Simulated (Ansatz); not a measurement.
`CC[N](C)[Ge]([Cl])([Cl])[Cl]` + `BBr` → `[Cl][Ge]([Cl])([Cl])[Br]` + `BN(C)CC` at 400 K and 1 bar (redistribution).

Gas-phase electronic energies from Ansatz, PBE0-D4/def2-TZVP geometries. CBS: MP2 limit from def2 TZ/QZ plus the TZ coupled-cluster correction, frozen cores. For Br, Ge outer-core shells are correlated without core-valence functions, which leaves a few kJ/mol of doubt a bond. Scalar relativity is left out up to krypton. Each species was taken in one conformer, which may not be the lowest.

```
                       species  CCSD(T)/CBS energy (Eh)  H − E (kJ/mol)  S (J/(mol·K))
`CC[N](C)[Ge]([Cl])([Cl])[Cl]`              -3629.26530           355.2          524.0
                         `BBr`              -2599.32470            69.2          259.0
    `[Cl][Ge]([Cl])([Cl])[Br]`              -6028.93261            46.0          401.5
                     `BN(C)CC`               -199.69839           382.8          358.6
```

H − E and S are ideal-gas, rigid-rotor, harmonic terms from PBE0-D4/def2-TZVP, for one conformer and one mirror image of each species. 1 Eh = 2625.50 kJ/mol, R = 8.31446 J/(mol·K).

Question: By hand: ΔE, ΔH, ΔS and ΔG.

Answer: ΔE = (-6028.93261) + (-199.69839) − (-3629.26530) − (-2599.32470) = -0.04100 Eh = -107.6 kJ/mol. Δ(H − E) = 46.0 + 382.8 − 355.2 − 69.2 = 4.4, so ΔH = -103.2 kJ/mol. ΔS = 401.5 + 358.6 − 524.0 − 259.0 = -22.9 J/(mol·K). ΔG = -103.2 − 400 × (-22.9)/1000 = -94.0 kJ/mol.

Question: By hand: the equilibrium constant, and the temperature at which ΔG would vanish if ΔH and ΔS stayed fixed.

Answer: log₁₀ K = −ΔG/(RT ln 10) = 12.3. ΔG = 0 at ΔH/ΔS = 4507 K, far beyond where these terms or the molecules hold.

ΔH outweighs TΔS. A doubt of 5 kJ/mol in ΔE shifts log₁₀ K by 0.7 here. Other conformers and mirror images would add mixing entropy, several J/(mol·K) or more a flexible species. Modes under 60 cm⁻¹, often nearly free rotors, make the harmonic entropy too high. These are equilibria of isolated gas molecules and say nothing of rates. Largest T1 diagnostic: 0.012 (customary marks: 0.02 for closed shells, 0.045 for open ones).
